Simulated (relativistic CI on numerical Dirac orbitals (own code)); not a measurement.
Computed by Dirac-Coulomb-Breit CI, orbitals from a KLI potential per configuration, model QED, unscaled Slater integrals (own radial code, finite nucleus).

The strongest absorption lines from the ground level of an ion, among the configurations computed and to levels below about 6540 eV (vacuum wavelength in nm, gf): 0.19035 (0.25), 0.24629 (0.4), 0.24680 (0.24), 0.24747 (0.17), 0.25054 (0.83), 0.25150 (0.76), 2.5224 (0.13), 2.5268 (0.2).

**Question.** Which ion is it?
A. Te⁴⁷⁺
B. Te⁴⁹⁺
C. Ba⁵¹⁺
D. Ru³⁹⁺

**Answer.** A. Te⁴⁷⁺ has 5 electrons and the ground level 2s²2p ²P°1/2; the strongest line goes to 2s²3d ²D3/2. The pattern of lines fixes the number of electrons, and along that sequence the line energies rise steadily with the charge (about as its square where n changes within one kind of shell, about linearly where n is kept but much faster in heavy ions where fine structure, which grows about as Z⁴, sets the gap, and irregularly where shells cross), which fixes Z. Configurations outside the model, such as inner-shell arrays, can give stronger lines. At this charge energies of transitions that change n are usually good to better than 1 %, and those within a shell (Δn = 0) to a few per cent.

LS names give the leading component of a level, which can be under half, so a name can repeat, a term be missing and a line seem to break the LS rules.
